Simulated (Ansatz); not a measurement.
Molecule: Be₂F₂ (charge 0, singlet). SMILES: [F][Be][Be][F]
Geometry from a B3LYP-D3(BJ)/def2-TZVP (Ansatz, a first-principles code) optimisation:
```xyz
4

F      0.0000     0.0000    -2.3946
Be     0.0000     0.0000    -1.0211
Be     0.0000     0.0000     1.0211
F      0.0000     0.0000     2.3946
```
Charge 0, spin multiplicity 1.

Property: enthalpy of formation at 298 K, in kcal/mol. Set-up: 6-311+G** with 5d; no dispersion term unless named; LANL2DZ all-electron up to Ne; six Cartesian d functions in 6-31G* and its kin unless marked 5d; spin-orbit terms left out; open shells spin-unrestricted; non-relativistic. Ab initio and DFT rows: single points at B3LYP-D3(BJ) geometries (Ansatz), with unscaled harmonic terms from B3LYP/6-31G* (Ansatz) at its own minima, enthalpies of formation by atomisation with measured atoms.

```
level             program  enthalpy of formation at 298 K (kcal/mol)
----------------  -------  -----------------------------------------
B3LYP/STO-3G       Ansatz                                     -192.1
B3LYP/3-21G        Ansatz                                     -174.1
B3LYP/LANL2DZ      Ansatz                                     -127.2
B3LYP/6-31G        Ansatz                                     -143.0
B3LYP/6-31G*       Ansatz                                     -165.6
B3LYP/6-31+G*      Ansatz                                     -154.4
B3LYP/def2-SVP     Ansatz                                     -154.5
B3LYP/cc-pVDZ      Ansatz                                     -153.2
B3LYP/6-311+G**    Ansatz                                     -154.1
B3LYP/def2-TZVPD   Ansatz                                     -153.7
```

No value to compare with is used here. The 9 habitual levels span -192.1 (B3LYP/STO-3G) to -127.2 kcal/mol (B3LYP/LANL2DZ); B3LYP/def2-TZVPD gives -153.7.

The sets are all those run for this method; left out are runs that failed, that the program found above a lower state of the same kind, or whose <S^2> lies over 0.5 above the pure value.
